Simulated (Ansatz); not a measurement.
`[F][SnH2][CH2]Cl` + `[AsH3]` → `[F][SnH2][AsH2]` + `CCl` at 600 K and 1 bar (ligand exchange at the Sn–C bond).

Calculated with Ansatz (gas phase, PBE0-D4/def2-TZVP geometries, no zero-point term in ΔE). CCSD(T)/CBS is the MP2 limit (def2-TZVPP, def2-QZVPP) plus CCSD(T) − MP2 in def2-TZVPP, frozen cores. This one scheme is used for every species. def2 core potentials past Kr. For As, Sn outer-core shells are correlated without core-valence functions, which leaves a few kJ/mol of doubt a bond. Scalar relativity is left out up to krypton. One conformer a species, not always the lowest.

```csv
species,CCSD(T)/CBS energy (Eh),H − E (kJ/mol),S (J/(mol·K))
`[F][SnH2][CH2]Cl`,-814.06876,168.3,433.1
`[AsH3]`,-2236.79077,81.6,254.3
`[F][SnH2][AsH2]`,-2551.25762,133.0,421.9
`CCl`,-499.63220,125.0,268.9
```

H − E and S are ideal-gas, rigid-rotor, harmonic terms from PBE0-D4/def2-TZVP, for one conformer and one mirror image of each species. 1 Eh = 2625.50 kJ/mol, R = 8.31446 J/(mol·K).

Question: By hand: ΔE, ΔH, ΔS and ΔG.

Answer: ΔE = (-2551.25762) + (-499.63220) − (-814.06876) − (-2236.79077) = -0.03029 Eh = -79.5 kJ/mol. Δ(H − E) = 133.0 + 125.0 − 168.3 − 81.6 = 8.1, so ΔH = -71.4 kJ/mol. ΔS = 421.9 + 268.9 − 433.1 − 254.3 = 3.4 J/(mol·K). ΔG = -71.4 − 600 × (3.4)/1000 = -73.4 kJ/mol.

Question: By hand: the equilibrium constant, and the temperature at which ΔG would vanish if ΔH and ΔS stayed fixed.

Answer: log₁₀ K = −ΔG/(RT ln 10) = 6.4. ΔH and −TΔS have one sign here, so there is no such temperature.

The number of gas molecules stays the same, so ΔS is small and ΔH decides. A doubt of 5 kJ/mol in ΔE shifts log₁₀ K by 0.4 here. Other conformers and mirror images would add mixing entropy, several J/(mol·K) or more a flexible species. Modes under 60 cm⁻¹, often nearly free rotors, make the harmonic entropy too high. These are equilibria of isolated gas molecules and say nothing of rates. Largest T1 diagnostic: 0.013 (customary marks: 0.02 for closed shells, 0.045 for open ones).

ΔS is within the doubt of such terms, so its sign, and with it that verdict, could turn.
